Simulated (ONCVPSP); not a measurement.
**praseodymium (Pr): ONCV pseudisation with LDA (Perdew-Wang 92), fully relativistic reference atom.**

praseodymium (Pr), optimised norm-conserving Vanderbilt (ONCV), made with ONCVPSP 4.0.1 (LDA (Perdew-Wang 92), fully relativistic). Core [Kr] 4d10, reference 4f2 5s2 5p6 5d1 6s2. Waves: 5s+6s: rc 2.60 bohr, ncon 4, nbas 8, qcut 4.6 1/bohr, 2 projectors; 5p: rc 2.50 bohr, ncon 4, nbas 7, qcut 4.4 1/bohr, 2 projectors, debl 0.4 Ha; 5d: rc 2.50 bohr, ncon 4, nbas 7, qcut 3.4 1/bohr, 3 projectors, debl 3.4 Ha; 4f: rc 0.85 bohr, ncon 4, nbas 7, qcut 14.9 1/bohr, 2 projectors, debl 2.8 Ha. Local part: polynomial inside 0.65 bohr (lpopt 5, dvloc0 0 Ha). Core correction: Teter function, fcfact 5.5, rcfact 1.5.

Open shells are filled in proportion to 2j + 1.

In the p channel the program set the typed energies aside and used -0.850, 0.250 Ha (j = l + 1/2; the other j can differ).

Does the generator finish with these settings?

Yes, a potential is produced and its reference levels are reproduced.

Estimate the cutoffs (Ha) at which the residual kinetic energy of the hardest occupied pseudo-wave falls to 1 and 0.1 mHa per electron.

246 Ha and 293 Ha.

What does a ghost test show?

Ghosts flagged at negative energy: s at -682.8 eV, p3/2 at -345.9 eV, p1/2 at -323.2 eV; GHOST(+) flagged for s at 7.3 eV, d5/2 at 122.2 eV, d3/2 at 138.9 eV. A true bound ghost makes a file unfit for plane-wave use.

Which valence shell sets the plane-wave cutoff?

4f: 246 Ha for 1 mHa per electron, against 7 Ha for 5s.

Its largest configuration-test error is -53 meV (4f3 5s2 5p6 5d0 6s0). 3 of 4 tests not solved or not reliable. Not counted: 4f3 5s2 5p6 5d0 6s2 (all-electron energy unsafe for a near-neutral lanthanide with less than one 5d electron, printed error -94 meV); 4f3 5s2 5p6 5d0 6s1 (all-electron energy unsafe for a near-neutral lanthanide with less than one 5d electron, printed error -73 meV); 4f3 5s2 5p6 5d0 6s0 6p2 (all-electron energy unsafe for a near-neutral lanthanide with less than one 5d electron, printed error -55 meV).
